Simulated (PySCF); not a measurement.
C₄H₃F₃Si, SMILES C(=C/C#C)/[Si](F)(F)F, singlet, GFN2-xTB optimised geometry.

```
11

C      0.16     1.43     3.05
C      0.60     0.87     2.08
C      1.12     0.21     0.95
C      0.35    -0.34     0.00
Si    -1.51    -0.34     0.00
F     -2.20     1.09     0.00
F     -2.08    -1.06    -1.29
F     -2.20    -1.09     1.22
H     -0.22     1.92     3.90
H      2.20     0.18     0.89
H      0.85    -0.82    -0.83
```

Density from PBE0/def2-TZVP (PySCF) at that geometry.

Minimum of the electron density along straight lines between bonded atoms, close to the bond critical point (lines longer than 1.1 times the sum of covalent radii, or with two minima, are not listed):

| bond | length / Å | ρ at the minimum / e bohr⁻³ | ∇²ρ there / e bohr⁻⁵ | position (fraction from the first atom) |
|---|---|---|---|---|
| C1–C2 | 1.202 | 0.418 | -1.21 | 0.49 |
| C2–C3 | 1.406 | 0.303 | (withheld) | 0.53 |
| C3–C4 | 1.340 | 0.344 | -1.04 | 0.51 |
| C4–Si5 | 1.857 | 0.130 | 0.18 | 0.61 |
| Si5–F6 | 1.588 | 0.145 | 1.04 | 0.42 |
| Si5–F7 | 1.588 | 0.144 | 1.04 | 0.42 |
| Si5–F8 | 1.588 | 0.145 | 1.04 | 0.42 |
| C1–H9 | 1.049 | 0.301 | -1.16 | 0.66 |
| C3–H10 | 1.084 | 0.287 | -1.04 | 0.65 |
| C4–H11 | 1.082 | 0.284 | -1.00 | 0.65 |

Q: Fill in the missing entries.

A: 
- C2–C3, ∇²ρ there / e bohr⁻⁵: -0.91
